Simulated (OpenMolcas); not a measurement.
## Ions of charge +3 along the 4d row with 6 chloride ligands in octahedral coordination

```yaml
Program: OpenMolcas 26.06
Method: CASSCF
Spin-orbit_coupling: state interaction with AMFI integrals over the reference wave functions
```

The d shell is active. Anionic complexes are neutralised by point charges behind the ligands. Distances were set from a Shannon-type radius of the metal (high-spin where two are listed) plus a fixed donor radius (Cl 1.76 Å). Ligand basis ANO-RCC-VDZP, DKH2 Hamiltonian. States (labels of O, the rotations of Oh). Energies in cm-1 above the lowest state or level, χT in cm3 K/mol; under a threefold ground state the first gap can be a small split of the lowest multiplet, not the spin-orbit step; 10Dq and B are least-squares fits to the states below 45000 cm-1, weighted by degeneracy, with a free offset, and given where the rms deviation is under 5 % of |10Dq| (or 100 cm-1) and under 700 cm-1. Spin-only χT is S(S+1) / 2 for the spin of the ground state.

| Ion | Shell | R (Å) | Metal basis | Outer charge (e at Å behind ligand) | Ground state | First state of that spin | 10Dq | B (rms of fit) | First gap with spin-orbit (degeneracies) | χT at 300 K | First state of another spin | Spin-only χT |
| --- | --- | --- | --- | --- | --- | --- | --- | --- | --- | --- | --- | --- |
| Nb3+ | 4d2 | 2.48 | ANO-RCC-VDZP | 0.5 at 2.4 | 3T1 | 3T2 16149 | 17057 | 608 (253) | 27.4 (2, 3) | 0.462 | 1T2 9242 | 1.000 |
| Mo3+ | 4d3 | 2.45 | ANO-RCC-VDZP | 0.5 at 2.6 | 4A2 | 4T2 17828 | 17362 | 638 (355) | 13352 (4, 4) | 1.754 | 2E 13479 | 1.875 |
| Ru3+ | 4d5 | 2.44 | ANO-RCC-VTZP | 0.5 at 2.6 | 6A1 |  | 15818 | 670 (607) | 6.9 (2, 4) | 4.319 | 2T2 7518 | 4.375 |
| Rh3+ | 4d6 | 2.42 | ANO-RCC-VDZP | 0.5 at 2.8 | 1A1 | 1T1 12435 | 16292 | 637 (625) | 5288 (1, 2) | 0.050 | 5T2 6129 | 0.000 |
| Pd3+ | 4d7 | 2.52 | ANO-RCC-VDZP | 0.5 at 2.8 | 4T1 | 4T2 11725 |  |  | 314.4 (2, 4) | 2.463 | 2E 469.5 | 1.875 |

The rows also differ in their metal basis and outer charges, so part of each step comes from that.

Among the 4 ions with a close fit, |10Dq| is smallest for Ru3+ (15818 cm-1) and largest for Mo3+ (17362 cm-1). The error differs from ion to ion, so this order need not be the real one.

B goes from 608 cm-1 (Nb3+) to 637 cm-1 (Rh3+).

Below the highest spin of the shell: Rh3+. χT departs most from the spin-only value for Pd3+, by +0.588 cm3 K/mol.

Without dynamic correlation the repulsion within the d shell is too large (B by tens of per cent), so at a given field states of lower spin stand too high. With metal d orbitals alone the field can be off either way by tens of per cent. Ligand-to-metal charge-transfer states are missing. With no ligand orbital active B as a rule stays too high, so bands that hang on it stand too high and its fall with covalency is understated. An orbital triplet at a regular site is open to Jahn-Teller coupling, which can distort the site and quench the lowest spin-orbit gaps and is left out (holds for Nb3+; Pd3+). The least metal-like active orbital is 77 % on the metal (Löwdin) and no ligand orbital is active, so the numbers are rough (holds for Nb3+). The least metal-like active orbital is 78 % on the metal (Löwdin) and no ligand orbital is active, so the numbers are rough (holds for Mo3+). This shell can be high or low spin here, a state of another spin lies low, and with metal d orbitals alone active their balance is uncertain, so the ground spin may be wrong (holds for Ru3+; Pd3+). The least metal-like active orbital is 81 % on the metal (Löwdin) and no ligand orbital is active, so the numbers are rough (holds for Ru3+). This shell can be high or low spin here, a state of another spin lies low, and with metal d orbitals alone active their balance is uncertain, so the ground spin may be wrong, although the usual error favours high spin (holds for Rh3+). The least metal-like active orbital is 69 % on the metal (Löwdin) and no ligand orbital is active, so the numbers are rough, and ground spin, moment and any spin crossover can be artefacts of this space; highly charged d ions in such sites are as a rule low spin (holds for Rh3+). The least metal-like active orbital is 65 % on the metal (Löwdin) and no ligand orbital is active, so the numbers are rough, and ground spin, moment and any spin crossover can be artefacts of this space; highly charged d ions in such sites are as a rule low spin (holds for Pd3+). No measured value stands beside these numbers; the geometry was imposed, not optimised, and the real ion may take another.
